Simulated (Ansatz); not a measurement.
System: CdI, charge 1, singlet. CdI+ (SMILES [Cd+][I]).
B3LYP-D3(BJ)/def2-TZVP minimum from Ansatz (a first-principles code):
```xyz
2

Cd     0.0000     0.0000    -1.3603
I      0.0000     0.0000     1.2320
```
Charge +1, spin multiplicity 1.

Total energies in def2-TZVPP, 18 correlated electrons, 13 frozen orbitals. UHF or UKS for unpaired electrons; spin-orbit terms are left out. Correlated methods leave the cores frozen (noble-gas shells, and filled d and f shells in the p block). Past Kr the def2 sets carry scalar-relativistic core potentials. Spin-orbit terms, left out, reach several kcal/mol for Br and I, and more for heavier atoms. The T1 diagnostic of CdI+ ([Cd+][I], singlet) reaches 0.025 in the sets run. The spin of CdI+ ([Cd+][I], singlet) was assumed, and the state is the lowest solution found for it.

| method | program | energy (Eh) | minus CCSDT(Q) (mEh) |
|---|---|---|---|
| HF | Ansatz | -463.29999 | 549.28 |
| MP2 | Ansatz | -463.84218 | 7.09 |
| CCSD | Ansatz | -463.82918 | 20.09 |
| CCSD(T) | Ansatz | -463.84881 | 0.46 |
| CCSDT(Q) | Ansatz | -463.84927 | 0.00 |

Rough core times of Ansatz's runs on a shared machine: CCSD(T) under 20 s, CCSDT(Q) 10 min.
